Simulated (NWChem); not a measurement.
Molecule: sulfur hexafluoride (SF6); SMILES FS(F)(F)(F)(F)F

Program: NWChem. Pople sets run with spherical d functions. The level has its own optimisation; frequencies are unscaled.

Estimate the computed values for B3LYP/6-31G*. Quantities: r F–S (Å); highest harmonic frequency (cm⁻¹); lowest (cm⁻¹); zero-point energy (kcal/mol).

The r F–S (Å) comes out as 1.601, the highest harmonic frequency (cm⁻¹) is 968 and the lowest (cm⁻¹) is 317. The zero-point energy (kcal/mol) comes out as 12.8.
